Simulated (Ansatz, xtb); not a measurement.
## Two isomers of BGeH5Te

Structure X: `B[Te][GeH3]`, a singlet. Structure Y: `[BH2-]1[GeH2][TeH+]1`, a singlet. Both are isolated molecules in the gas phase, relaxed with PBE-D3(BJ)/def2-SVP; the shapes shown needn't be the lowest conformers.

X (Å):

```xyz
8

B    -2.0008   -0.3183    2.9946
Ge    0.0112    2.1888    1.5040
Te   -2.4380    1.5621    2.1161
H    -0.8601   -0.7236    3.0547
H    -2.9532   -0.9385    3.4193
H     0.1160    2.3966   -0.0290
H     0.9217    1.0249    1.9640
H     0.3958    3.5064    2.2253
```

Y (Å):

```tsv
atom	x (Å)	y (Å)	z (Å)
B	0.6911	1.1010	-0.2808
Ge	-0.2333	-0.6316	0.2635
Te	-1.6238	1.6564	-0.2797
H	-0.7206	-0.9955	1.6956
H	-0.8522	-1.6501	-0.7366
H	-1.6908	2.0302	1.3598
H	1.0290	1.1320	-1.4490
H	1.2719	1.7320	0.5773
```

Quicker runs give these differences E(Y) − E(X): GFN2-xTB +0.223 eV; HF/STO-3G +1.873 eV (at GFN2-xTB geometries); r2SCAN-D4/def2-SVP +0.454 eV (at GFN2-xTB geometries).

Problem. Estimate E(Y) − E(X) at the level CCSD(T)/def2-TZVP.

Solution. Calculated at CCSD(T)/def2-TZVP: E(Y) − E(X) = +0.471 eV, so structure X lies lower.

How the difference moves with the method:

```
              level             geometry  E(Y) − E(X) (eV)  departure from the last row (eV)  job, with rough time for the two
           GFN2-xTB             GFN2-xTB              +0.223                            −0.247              optimisation, 0.44 s
          HF/STO-3G             GFN2-xTB              +1.873                            +1.402               single point, 1.3 s
 r2SCAN-D4/def2-SVP             GFN2-xTB              +0.454                            −0.017                 single point, 3 s
PBE-D3(BJ)/def2-SVP  PBE-D3(BJ)/def2-SVP              +0.240                            −0.231                optimisation, 67 s
       HF/def2-TZVP  PBE-D3(BJ)/def2-SVP              +0.954                            +0.483           part of the CCSD(T) run
      MP2/def2-TZVP  PBE-D3(BJ)/def2-SVP              +0.444                            −0.026           part of the CCSD(T) run
  CCSD(T)/def2-TZVP  PBE-D3(BJ)/def2-SVP              +0.471                                               single point, 2.1 min
```

As drawn, Y has 1 B–Ge, 1 Te–H in place of 1 Ge–H. Structure X has no ring, Y a 3-membered ring.

The levels shown agree on the order. The largest departure from CCSD(T)/def2-TZVP is that of HF/STO-3G, 1.402 eV.

With harmonic frequencies from PBE-D3(BJ)/def2-SVP (ideal gas, rigid rotor, one conformer each, 298.15 K, 1 atm): on the last row, ΔE + ΔZPE = +0.458 eV. A mode under 50 cm⁻¹ makes harmonic enthalpies and free energies unreliable, so none is given.

The correlated steps freeze 14 core orbitals; the filled d shell of Ge and Te is correlated, in a basis made for valence electrons. Atoms past krypton carry core potentials in the def2 sets, other sets are all-electron and non-relativistic, and no spin–orbit term is included. Programs: Ansatz 0.2.0, xtb 6.7.1; the last row on 2 threads of Intel(R) Xeon(R) Processor @ 2.70GHz on a shared host.
